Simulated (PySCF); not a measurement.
# Dipole response of Ir (iridium, neutral)

[Xe] 4f14 5d7 6s2, high-spin 4F determinant. Calculation: PySCF 2.14, in x2c-TZVPPall with one added diffuse shell each of s, p, d, f type (12s8p8d4f1g, 113 functions); scalar relativity by spin-free X2C-1e. Coupled (time-dependent) response in atomic units; α is the mean over directions.

```json
{"method": "BP86", "mean α (bohr³)": "46.45", "C₆ (like pair)": "503.5", "S(−4)": "743.6"}
```

S(−4) is the Cauchy moment in α(ω) = α(0) + S(−4) ω² + …

Reference α: 54 ± 7 bohr³ (recommended; Schwerdtfeger and Nagle, table of static dipole polarizabilities (2023 update)). Published C₆: 522.0 (Gould and Bucko (2016)).

Spin-orbit coupling is absent.

α(iu) at BP86:

| u (hartree) | α(iu) (bohr³) |
| --- | --- |
| 0 | 46.45 |
| 0.0500 | 44.69 |
| 0.100 | 40.35 |
| 0.200 | 30.26 |
| 0.300 | 22.61 |
| 0.500 | 14.07 |
| 0.750 | 9.109 |
| 1.00 | 6.529 |
| 1.50 | 3.943 |
| 2.00 | 2.678 |
| 3.00 | 1.481 |
| 5.00 | 0.6508 |

Spin-orbit coupling, absent here, splits the open shell strongly.
